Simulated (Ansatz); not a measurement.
**Two structures, one formula**

Two relaxed structures of SiHO2F, singlet (PBE0-D4/def2-TZVP; forces vanish, vibrations not checked).

A:

```xyz
5
angstrom
O -0.2051 -1.7195 0.3465
Si -0.3755 -0.2778 -0.0547
O 0.6918 0.9240 0.0020
F -1.6714 0.3870 -0.6337
H 1.5603 0.6863 0.3399
```

B:

O1  (0.639, 2.132, -0.777)
Si2  (-0.501, -0.378, 0.100)
O3  (0.686, 0.845, -0.094)
F4  (-1.684, 0.311, -0.693)
H5  (1.570, 0.740, 0.286)
(Å)

Ansatz 0.2.0; basis: def2-TZVPP; cores frozen in the correlated methods. B3LYP uses VWN-RPA correlation.

(1) Which structure is lower at CCSD(T), and by how much? (Judge from chemistry; the value comes from the calculation.)

T1 diagnostic: at most 0.021.

Results:

(1) The calculation gives: A, by 6.533 eV (electronic energy, against the other). By their contacts, A is SiHO₂F ([O][Si]([OH])[F]) and B is SiHO₂F ([O][OH][Si][F]).

All methods give the same order:

```
   method  E(B) − E(A) (eV)
   PBE-D4             6.078
r2SCAN-D4             6.512
  PBE0-D4             6.354
 B3LYP-D4             6.239
  wB97M-V             6.284
       HF             6.397
      MP2             7.095
     CCSD             6.545
  CCSD(T)             6.533
```

Labels in which every atom is bracketed show which atoms are joined, not bond orders.

For scale, one of the runs: CCSD(T)/def2-TZVPP, 149 basis functions, launched by `ansatz run in.yaml --threads 2 --pin off --events-out ev --progress --plain --max-ram 4352MiB`. The run took 21 s on 2 CPU threads of an Intel Xeon Platinum 8259CL (shared host), with 1 GiB of host memory at its peak.
